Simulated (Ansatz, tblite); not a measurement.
Removing and adding an electron: Cd₃Te₃ (the lowest singlet isomer of a short search). Charge 0, multiplicity 1. Geometry: PBE-D4/def2-SVP. Ansatz, gas phase; energy differences of separate SCF runs; the oxidised species was run as a doublet alone; the reduced species was run as a doublet alone.

```csv
atom,x (Å),y (Å),z (Å)
Cd1,0.9301,-1.2713,-1.0632
Cd2,-1.0968,1.0164,-0.5093
Cd3,-1.6880,-0.5532,2.0785
Te4,-1.2610,-0.8132,-2.5582
Te5,1.1291,2.1033,0.7303
Te6,1.9866,-0.4819,1.3218
```

In the def2 sets Cd, Te take a core potential; there is no spin–orbit coupling. The xTB rows come from tblite. HOMO above LUMO, or a gap near zero within one spin, warns that the state may not be the lowest or that an electron is smeared out. The structure comes from a short search, and lower isomers may exist.

| level | −HOMO (eV) | vertical IE (eV) | −LUMO (eV) | vertical EA (eV) | HOMO–LUMO gap (eV) | IE − EA (eV) | remarks |
| --- | --- | --- | --- | --- | --- | --- | --- |
| GFN2-xTB | 8.72 | 11.47 | 5.94 | 3.17 | 2.78 | 8.29 | – |
| PBE-D4/def2-TZVPD | 5.02 | – | 3.40 | 1.64 | 1.63 | – | HOMO above zero (-1 doublet) |
| PBE0-D4/def2-TZVP | 5.84 | 7.24 | 2.78 | – | 3.07 | – | – |
| PBE0-D4/def2-TZVPD | 5.85 | – | 2.78 | 1.59 | 3.07 | – | – |

Problem. Estimate the rows for GFN1-xTB, PBE-D4/def2-TZVP, r2SCAN0-D4/def2-TZVP, r2SCAN0-D4/def2-TZVPD.

Solution. 
| level | −HOMO (eV) | vertical IE (eV) | −LUMO (eV) | vertical EA (eV) | HOMO–LUMO gap (eV) | IE − EA (eV) | remarks |
| --- | --- | --- | --- | --- | --- | --- | --- |
| GFN1-xTB | 9.15 | 11.36 | 7.13 | 5.37 | 2.02 | 5.99 | – |
| PBE-D4/def2-TZVP | 5.01 | 7.05 | 3.39 | – | 1.63 | – | gap within one spin near zero (+1 doublet) |
| r2SCAN0-D4/def2-TZVP | 5.99 | 7.30 | 2.75 | – | 3.23 | – | – |
| r2SCAN0-D4/def2-TZVPD | 5.99 | – | 2.75 | 1.67 | 3.24 | – | – |

Relaxing the reduced species (PBE-D4/def2-SVPD) changes its energy by -0.31 eV at PBE-D4/def2-TZVPD, so the adiabatic electron affinity to this nearest minimum is 1.95 eV. On the way the bond Cd2–Cd3 breaks. At PBE0-D4/def2-TZVPD it is 1.93 eV.     A HOMO above zero means that the electron is unbound at that level or that self-interaction error raises the level; the energy of removing that electron tells which. Raw xTB energy differences between charge states are shifted by several eV; the methods need an empirical correction for them.
